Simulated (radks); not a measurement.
The numbers below are computed, except where a source is named.
Sb I, 51 electrons, occupied as [Kr] 4d10 5s2 5p3.

Level of theory: scalar-relativistic Kohn-Sham, BLYP, spin-polarised, spherical densities, finite nucleus; open shells are filled with parallel spins first (spin-orbit coupling, left out, can overturn this in heavy ions); Fermi nuclear charge, rms radius 4.6802 fm (a radial shooting solver on a logarithmic mesh with Libxc functionals).

Energy parts (hartree):
| part | energy |
|---|---|
| total | -6481.95071 |
| kinetic | 6779.31707 |
| electron-nucleus | -15676.40255 |
| Hartree | 2585.92410 |
| exchange-correlation | -170.78933 |

Orbitals (lengths in bohr, moments of r in powers of bohr; r(max) is where P^2 peaks):
| orbital | occ. | eigenvalue (hartree) | r(max) | <r^4> |
|---|---|---|---|---|
| 1s up | 1 | -1113.797 | 0.01835 | 3.125e-06 |
| 1s down | 1 | -1113.794 | 0.01835 | 3.125e-06 |
| 2s up | 1 | -169.4764 | 0.1037 | 0.0005397 |
| 2s down | 1 | -169.4755 | 0.1037 | 0.0005397 |
| 2p up | 3 | -152.1655 | 0.08304 | 0.0003887 |
| 2p down | 3 | -152.1637 | 0.08304 | 0.0003887 |
| 3s up | 1 | -33.20341 | 0.3000 | 0.02380 |
| 3s down | 1 | -33.20142 | 0.3000 | 0.02380 |
| 3p up | 3 | -27.56069 | 0.2934 | 0.02511 |
| 3p down | 3 | -27.55842 | 0.2934 | 0.02511 |
| 3d up | 5 | -18.94396 | 0.2442 | 0.02252 |
| 3d down | 5 | -18.94182 | 0.2442 | 0.02252 |
| 4s up | 1 | -5.45014 | 0.7223 | 0.7429 |
| 4s down | 1 | -5.44531 | 0.7225 | 0.7417 |
| 4p up | 3 | -3.72193 | 0.7619 | 1.066 |
| 4p down | 3 | -3.71696 | 0.7621 | 1.060 |
| 4d up | 5 | -1.21667 | 0.8466 | 2.918 |
| 4d down | 5 | -1.20763 | 0.8464 | 2.806 |
| 5s up | 1 | -0.48388 | 1.902 | 50.38 |
| 5s down | 1 | -0.43131 | 1.878 | 51.46 |
| 5p up | 3 | -0.18927 | 2.336 | 162.6 |
| 5p down | 0 | -0.13732 | 2.335 | 215.1 |

The highest occupied level is 5p up at -5.150 eV. Summed over all electrons, <r^2> = 61.50 bohr^2, which gives a Langevin (diamagnetic) susceptibility term of -48.7 x 10^-6 cm^3/mol. For comparison, the ionisation energy in NIST's Atomic Spectra Database is 8.608 eV (measured). In exact Kohn-Sham theory the highest level is minus the ionisation energy, but local and semilocal functionals leave it too shallow, through self-interaction and a potential that decays too fast; potentials with the right tail come closer. The density falls to 0.001 e/bohr^3 at r = 4.68 bohr. The electron density at the nucleus is 2.152e+05 e/bohr^3 (large components only).
